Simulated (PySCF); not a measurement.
Gas-phase reaction: Ge₃H₈ + Cl₂ + HCl → 3 GeH₃Cl

Energies from PySCF, thermal terms from the rigid-rotor harmonic-oscillator model, ideal gas at 1 bar. † marks an energy on the PBE0/def2-TZVP geometry and frequencies; other levels use their own. All species are closed-shell singlets. Ge: all electrons, no relativistic terms. The harmonic model lacks anharmonicity and excited electronic states, which grow with temperature; levels with a mode under 35 cm⁻¹ are left out. Internal rotation in Ge₃H₈ is treated as a harmonic vibration of one conformer, which makes the entropy rough.

| level | ΔE electronic, kJ | ΔH°(298 K), kJ | ΔS°(298 K), J/K | ΔG°(2000 K), kJ |
|---|---|---|---|---|
| BLYP/def2-TZVP† | -299 | -296 | -4 | -255 |
| M06-2X/def2-TZVP† | -353 | -351 | -4 | -309 |
| PBE/def2-SVP | -307 | -305 | -7 | -258 |
| r2SCAN/def2-TZVP† | -318 | -316 | -4 | -274 |
| ωB97M-V/def2-TZVP† | -320 | -318 | -4 | -276 |
ΔH° is lowest at M06-2X/def2-TZVP† and highest at BLYP/def2-TZVP†. No reference value is set beside these.
